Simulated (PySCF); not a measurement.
## PBE0 on Ca(2+) (calcium, charge +2)

Configuration: [Ar], closed-shell 1S. Calculation: PySCF 2.14, in dyall-av3z; the spin-free X2C one-electron Hamiltonian (Gaussian nucleus).

| Item | Value |
| --- | --- |
| Total energy | -679.627 hartree |
| One-electron energy | -919.884 hartree |
| Hartree (Coulomb) energy | 276.046 hartree |
| Exchange-correlation energy | -35.789 hartree |
| ⟨S²⟩ | 0.0000 |
| ⟨L²⟩ | 0.000 |
| Sum of ⟨r⟩ | 12.69 bohr |
| Sum of ⟨r²⟩ | 15.32 bohr² |
| Langevin diamagnetic susceptibility | -12.1 ×10⁻⁶ cm³/mol |

| shell | electrons | mean orbital energy (eV) | rms radius, mean of both spins (bohr) |
| --- | --- | --- | --- |
| 1s | 2 | -3996.9 | 0.0889 |
| 2s | 2 | -441.65 | 0.395 |
| 2p | 6 | -359.34 | 0.364 |
| 3s | 2 | -66.015 | 1.24 |
| 3p | 6 | -45.371 | 1.36 |

Densities and radii are taken from the X2C orbitals without a picture-change correction, which distorts them close to the nucleus.
